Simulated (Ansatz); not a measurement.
Process, species as SMILES: N#P (N-P) + H+ → [NH+]#P
B3LYP-D3(BJ)/def2-TZVP geometries, fixed; electronic energies without zero-point terms; positive where energy is released.

Effect of the final integration grid (spheres per factor e of radius in core and valence, angular degree) at PBE/cc-pV(T+d)Z with Ansatz (an electronic-structure program), against the last row, where the proton affinity is 196.00 kcal/mol. The proton sits at the site shown, which need not be the one that binds it best. The default's grid is 13, 11, 36.

```
setting                     largest shift of a total energy (mEh)  shift of the proton affinity (kcal/mol)
--------------------------  -------------------------------------  ---------------------------------------
accuracy: medium (default)                                  0.000                                    0.000
final_grid: 4, 3, 11                                       -0.547                                   -0.472
final_grid: 6, 5, 17                                        0.154                                   -0.012
final_grid: 8, 7, 23                                        0.005                                   -0.003
final_grid: 10, 9, 29                                      -0.001                                   -0.001
final_grid: 18, 15, 47                                      0.000                                    0.000
final_grid: 26, 22, 59                                      0.000                                    0.000
```

Within 0.05 kcal/mol in the proton affinity: accuracy: medium (default); final_grid: 6, 5, 17; final_grid: 8, 7, 23; final_grid: 10, 9, 29; final_grid: 18, 15, 47. The largest shift is 0.547 mEh in a total energy and 0.472 kcal/mol in the difference.
